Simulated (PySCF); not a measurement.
Gas-phase equilibrium of 1 mol ZnCl2, 0.35 mol H2O at 800 K and 1.01 bar, among 18 species (ClO, O2, HCl, O, HO2, Zn, H2O, H, Zn(OH)2, HOCl, H2O2, O3, H2, ZnH2, ZnCl2, Cl, Cl2, OH). Only gases are allowed; each row takes one source of thermochemistry for all species, and Cantera finds the minimum.

Method: PySCF energies plus ideal-gas RRHO corrections (1 bar). † marks an energy on the PBE0/def2-TZVP geometry and frequencies. The species in the table below are closed-shell singlets. Zn: all electrons, no relativistic terms. No R ln 2 is added for the mirror-image form of Zn(OH)2. Zn(OH)2: computed as isolated molecules; such fragments, hydroxides, amides, oligomers or adducts are transient or little studied in the gas. The harmonic model lacks anharmonicity and excited electronic states, which grow with temperature; levels with a mode under 35 cm⁻¹ are left out. Soft modes under 120 cm⁻¹ make the harmonic entropy rough for ZnCl2.

Molecules larger than those listed are left out. Table species left out: Zn+.

Mole fractions:

```tsv
thermochemistry	x ZnCl2	x H2O	x HCl	x Zn(OH)2
PBE/def2-TZVP†	0.74	0.26	0.00027	0.00014
LDA/def2-TZVP†	0.74	0.26	0.00037	0.00019
ωB97M-V/def2-TZVP†	0.74	0.26	0.00011	5.7e-5
ωB97X-V/def2-TZVP†	0.74	0.26	0.00014	7.0e-5
```
The most sensitive of these is Zn(OH)2: it spans a factor of 10^0.5 over these rows; at this temperature one factor of ten is RT ln 10 = 15 kJ/mol.
